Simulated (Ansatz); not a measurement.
H2Te2 (Te2H2). Total charge 0; singlet. Geometry r2SCAN-D4/def2-TZVP.

```
atom   x (Å)   y (Å)   z (Å)
 Te1   0.298   0.922  -1.111
 Te2   0.782  -0.469   1.158
  H3  -0.408  -0.342  -1.934
  H4  -0.671  -0.111   1.887
```

In the def2 sets Te takes a core potential; there is no spin–orbit coupling. LC-ωPBE has ω = 0.4 bohr⁻¹.

(1) Estimate the orbital energies around the gap (eV) in Ansatz with HF/def2-TZVP, PBE0-D4/def2-SVP, PBE0-D4/def2-TZVP, CAM-B3LYP-D4/def2-TZVP, LC-ωPBE/def2-TZVP.

Answers

(1) 
| orbital | HF/def2-TZVP | PBE0-D4/def2-SVP | PBE0-D4/def2-TZVP | CAM-B3LYP-D4/def2-TZVP | LC-ωPBE/def2-TZVP |
| --- | --- | --- | --- | --- | --- |
| HOMO−9 | -52.97 | -44.13 | -44.17 | -45.51 | -46.38 |
| HOMO−8 | -52.97 | -44.10 | -44.15 | -45.49 | -46.37 |
| HOMO−7 | -52.93 | -44.07 | -44.12 | -45.46 | -46.33 |
| HOMO−6 | -23.58 | -18.91 | -18.86 | -20.64 | -22.54 |
| HOMO−5 | -20.71 | -16.67 | -16.65 | -18.32 | -20.01 |
| HOMO−4 | -13.60 | -10.73 | -10.69 | -11.98 | -13.39 |
| HOMO−3 | -12.88 | -10.08 | -10.09 | -11.40 | -12.79 |
| HOMO−2 | -10.70 | -8.65 | -8.64 | -9.73 | -10.97 |
| HOMO−1 | -8.96 | -6.62 | -6.69 | -7.90 | -9.21 |
| HOMO | -8.92 | -6.60 | -6.67 | -7.87 | -9.18 |
| LUMO | 0.84 | -2.08 | -2.13 | -1.18 | -0.12 |
| LUMO+1 | 2.64 | -0.17 | -0.35 | 0.63 | 1.80 |
| LUMO+2 | 2.74 | -0.16 | -0.29 | 0.72 | 1.88 |
| LUMO+3 | 5.64 | 5.95 | 3.16 | 4.00 | 5.15 |
| LUMO+4 | 5.90 | 6.45 | 3.37 | 4.19 | 5.29 |
| LUMO+5 | 6.02 | 6.66 | 3.52 | 4.33 | 5.48 |
